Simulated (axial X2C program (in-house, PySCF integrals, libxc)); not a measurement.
Results of a calculation; reference values are marked as such.
# CaI⁺: input and output

Program: an in-house all-electron X2C program for linear molecules (integrals from PySCF).

Input:
```json
{"zs": [53, 20], "q": 1, "bas": ["dyall-cv3z", "dyall-cv3z"], "levels": ["PBE0", "HF", "B97-3"], "cc": true, "r0": 3.04, "thr": -1.0, "nmax": 90, "npts": 10, "nst": 2, "ntry": 6}
```
```bash
python so2c.py task.json out
```

Keys: zs atomic numbers; q charge; bas basis sets; levels methods; cc coupled cluster on or off; r0 starting distance in Å; thr threshold in hartree for freezing inner shells (an s shell follows its p shell); nmax most natural virtual spinors; npts points on the curve; nst determinants followed; ntry starts of the search. HF also brings MP2.

Output of the B97-3 step, scalar-relativistic, at R = 2.690 Å for the state M_S = 0, Λ = 0. It starts from PBE0 orbitals of this distance.

```
spin-free X2C-1e  B97-3
basis functions 229  fitting functions 971  grid points 5802
iter        total energy     max residual
   1      -7795.559401302     5.47e-02
   2      -7795.559876923     1.95e-03
   3      -7795.559890000     2.26e-03
   4      -7795.559892016     2.24e-04
   5      -7795.559892333     3.76e-04
   6      -7795.559892437     2.92e-05
   7      -7795.559892441     2.43e-05
   8      -7795.559892442     2.97e-06
converged
one-electron -11091.79408731  Coulomb 3306.78267012  exact exchange -58.10274045  xc functional -160.96909672  nuclear repulsion 208.52336192
```
Energies are in hartree; totals compare only within one Hamiltonian and basis.
